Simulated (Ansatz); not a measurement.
Basis sets compared for In(PH3)H3 (InPH6). The state is a singlet with charge 0. Geometry B3LYP-D4/def2-TZVP. Ansatz on 4 threads of Arm Neoverse V1 on a shared host; times are rough, and most runs start from earlier orbitals.

```xyz
8

In    0.290    1.407   -0.762
P    -0.222   -1.052    0.565
H    -1.347   -1.179    1.405
H     0.737   -1.557    1.466
H    -0.414   -2.233   -0.179
H     0.320    2.351    0.694
H    -1.153    1.378   -1.726
H     1.790    0.885   -1.463
```

In the def2 sets In takes a core potential; there is no spin–orbit coupling.

Binding counts from free atoms (In doublet, P quartet, H doublet) in the same basis, without a counterpoise term.

| level | functions | energy (Eh) | HOMO (eV) | LUMO (eV) | binding per atom (eV) | wall time |
| --- | --- | --- | --- | --- | --- | --- |
| PBE-D4/def2-SVP | 74 | -534.7531 | -6.33 | -1.06 | 2.25 | 0.5 s |
| PBE0-D4/def2-SVP | 74 | -534.7939 | -7.50 | -0.32 | 2.25 | 0.7 s |

**Question.** Estimate the rows for PBE-D4/def2-TZVP, PBE0-D4/def2-TZVP.

**Answer.** 
| level | functions | energy (Eh) | HOMO (eV) | LUMO (eV) | binding per atom (eV) | wall time |
| --- | --- | --- | --- | --- | --- | --- |
| PBE-D4/def2-TZVP | 123 | -534.8855 | -6.43 | -1.24 | 2.27 | 0.8 s |
| PBE0-D4/def2-TZVP | 123 | -534.9228 | -7.59 | -0.52 | 2.27 | 1.1 s |
